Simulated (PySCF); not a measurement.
# How the method changes the constants of CaN

State: ⁴Σ⁻ (quartet), unpaired electrons σ ↑, π ↑↑. Set-up: PySCF, no relativity, basis sets Ca aug-pcseg-1, N aug-pcseg-1. De refers to Ca + N in their high-spin ground configurations, without counterpoise correction. The functionals are run spin-unrestricted. A positive dipole means Ca(−)N(+). Levels whose curve was spin-contaminated or gave no clean fit are not listed.

```tsv
Level	Re (Å)	ωe (cm⁻¹)	De (eV)	μ (D)	CPU s a point (SCF and correlation, without the integrals)
UHF	2.325	455	0.245	-4.08	0.23
UHF-MP2	2.330	430	0.82	n/a	0.38
UHF-CCSD	2.346	416	0.72	n/a	n/a
UHF-CCSD(T)	2.353	404	0.77	n/a	11
PBE	2.251	452	1.86	-3.47	0.72
PBEsol	2.233	464	1.91	-3.42	0.48
PW91	2.248	457	1.91	-3.50	0.5
r²SCAN	2.247	470	1.76	-3.63	1.1
PBE0	2.251	467	1.54	-3.70	1.1
BHandHLYP	2.272	463	1.19	-4.13	0.66
```

Q: Which functional lies closest to UHF-CCSD(T) in De, which farthest, and by how much do they differ from it?

A: Closest is BHandHLYP (-8.1 pm in Re, +14.6 % in ωe, +0.42 eV in De against UHF-CCSD(T) in the same basis), farthest PBEsol (-12.0 pm in Re, +14.9 % in ωe, +1.14 eV in De). CCSD(T) converges more slowly with the basis than the functionals do and binds too weakly in this one, so the order can change at the basis-set limit.

Q: What does second-order correlation do here, going from UHF to UHF-MP2?

A: UHF-MP2 less UHF: +0.5 pm in Re, -5.5 % in ωe, +0.57 eV in De. Correlation nearly always deepens the well. The bond lengthens, as in strong covalent bonds, where excitations into antibonding orbitals dominate.

Q: What does the triples do here, going from UHF-CCSD to UHF-CCSD(T)?

A: UHF-CCSD(T) less UHF-CCSD: +0.7 pm in Re, -2.9 % in ωe, +0.05 eV in De. Correlation nearly always deepens the well. The bond lengthens, as in strong covalent bonds, where excitations into antibonding orbitals dominate.

Correlated steps freeze 6 core orbitals. Correlated levels converge slowly with the basis: in double zeta they bind strong bonds too weakly, by up to about 1 eV, and carry superposition errors of some tenths. The state was picked by a PBE0 search and need not be the measured ground state.

The whole job (state search and all levels along the bond) took about 3.2 min on 1 thread of Arm Neoverse V1 (shared host), peak memory 0.77 GiB.
